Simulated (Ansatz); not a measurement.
Reaction (formal loss of a carbene): `C[SiH2]BCl` → `[SiH3]BCl` + `[CH2]` (triplet)

Program: Ansatz. Geometries: PBE0-D4/def2-TZVP. ΔE: electronic, gas phase. CCSD(T)/CBS is the MP2 limit (def2-TZVPP, def2-QZVPP) plus CCSD(T) − MP2 in def2-TZVPP, frozen cores. This one scheme is used for every species. Functionals use def2-TZVPP. HSE06 is defined as in plane-wave codes. Triplets are unrestricted, without spin–orbit coupling. One conformer a species, not always the lowest.

**Question.** Is it downhill or uphill in electronic energy at CCSD(T)/CBS, and by how much? (Estimate.)

**Answer.** The calculation gave: Uphill: ΔE = +4.94 eV.

**Question.** What do these levels give: LDA (SPW92), HSE06-D4, BHLYP-D4, RPA@PBE/def2-TZVPP, SCS-MP2/def2-TZVPP, CCSD/def2-TZVPP? (An estimate is asked.)

**Answer.** Computed: LDA (SPW92) 5.67, HSE06-D4 4.92, BHLYP-D4 4.74, RPA@PBE/def2-TZVPP 4.70, SCS-MP2/def2-TZVPP 4.94, CCSD/def2-TZVPP 4.69 eV.

Largest T1 diagnostic among the species: 0.014.

In def2-TZVPP, CCSD(T) changes the Hartree–Fock value by +1.44 eV (the triples alone add +0.12 eV) and MP2 by +1.60 eV. From BLYP to BHLYP (50 % exact exchange), in def2-TZVPP and without D4, ΔE moves by −0.05 eV. At CCSD(T), def2-SVP lies −0.30 eV from the extrapolated value and def2-TZVPP −0.13 eV.
